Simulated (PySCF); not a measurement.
C2H6ClFSi, SMILES CC[Si@@H](F)Cl. Atoms are numbered in the order given.

```xyz
11

C     -2.2117    -0.5015     0.1812
C     -1.2332    -0.4351    -0.9889
Si     0.4130     0.3124    -0.5657
F      0.1909     1.8279    -0.0298
Cl     1.2874    -0.7496     0.9702
H     -1.8010    -1.0998     1.0085
H     -3.1673    -0.9561    -0.1204
H     -2.4285     0.5025     0.5763
H     -1.6501     0.1581    -1.8226
H     -1.0381    -1.4407    -1.4018
H      1.3685     0.3730    -1.6988
```

The structure is a stationary point at PBE0-D3(BJ)/def2-SVP. The structure was generated by enumeration; whether it is a known compound was not checked. Other conformers were not sampled.

Level of theory: PBE/def2-TZVP in PySCF.

Isolated molecule, no solvent.

- total energy: -929.03748 hartree
- highest occupied level: -7.37 eV
- lowest empty level: -0.34 eV
- orbital gap: 7.03 eV
- dipole moment: 2.14 D
- quadrupole, principal values (traceless, Buckingham form, about the centre of nuclear charge): -3.39, 1.46, 1.94 D·Å
- mean static polarisability: 61.3 bohr³ (9.08 Å³)
- polarisability, principal values: 52.4, 62.8, 68.6 bohr³
